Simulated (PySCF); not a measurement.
PySCF job for Al(Cl)(Me)(SMe) (C₂H₆AlClS), SMILES C[S][Al]([CH3])[Cl], B3LYP/pcSseg-1. Coordinates come from a B3LYP-D3(BJ)/def2-SVP optimisation. The structure was generated by enumeration; whether it is a known compound was not checked. Other conformers were not sampled.

```python
import numpy as np
from pyscf import gto, scf, dft
from pyscf.prop.nmr import rks as nmr

mol = gto.M(
    atom='''
    Al   -0.11938053    0.35978661    0.34450680
    Cl    0.80362476    2.23542076    0.03105200
    C    -1.32725179    0.06354502    1.84328844
    H    -2.33128581   -0.23368372    1.49597406
    H    -1.43479037    0.97570525    2.45085920
    H    -0.95915847   -0.74159070    2.50156445
    S     0.39616329   -1.16186987   -1.12543048
    C    -0.57617984   -2.61764696   -0.53660424
    H    -1.14807445   -2.40124135    0.37565662
    H     0.11837417   -3.44403456   -0.33342481
    H    -1.27276217   -2.92000430   -1.33031968
    ''',
    basis='pcSseg-1',
    charge=0,
    spin=0,
    max_memory=1600,
    verbose=3,
)
mf = dft.RKS(mol, xc='b3lyp')
mf.grids.level = 3
mf.conv_tol = 1e-10
mf.max_cycle = 100
mf.kernel()
n = nmr.NMR(mf)
n.verbose = 2
n.max_cycle_cphf = 60
sigma = n.kernel()
print('atom   isotropic/ppm   span/ppm')
for i, s in enumerate(sigma):
    w = np.linalg.eigvalsh((s + s.T) / 2)
    print(f'{mol.atom_symbol(i):2s}{i + 1:3d} {w.mean():14.3f} {w[2] - w[0]:11.3f}')
```

Log of the run:

```
converged SCF energy = -1180.77603747385
atom   isotropic/ppm   span/ppm
Al  1        322.545     130.643
Cl  2        892.773     250.209
C   3        190.671      10.404
H   4         31.406      10.994
H   5         31.428      12.155
H   6         31.400      10.994
S   7        585.819     126.775
C   8        165.675      29.220
H   9         29.626      12.218
H  10         29.235      13.680
H  11         29.234      13.657
```

Self-consistency was reached.
